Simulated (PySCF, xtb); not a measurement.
Cu(Cl) anion (ClCu), SMILES [Cu][Cl] (connectivity only; charge and spin as stated), charge -1, multiplicity 2.

Harmonic wavenumbers (cm⁻¹) from GFN2-xTB run with xtb at its own minimum, in rising order: 220.

### Question
What does PBE-D3(BJ)/def2-TZVPD (PySCF) give at its own minimum? (An estimate is asked for; the answer gives what the named calculation found.)

### Answer
281. Paired by order, the mean absolute difference is 61 cm⁻¹ and the zero-point energies are 0.3 and 0.4 kcal/mol.
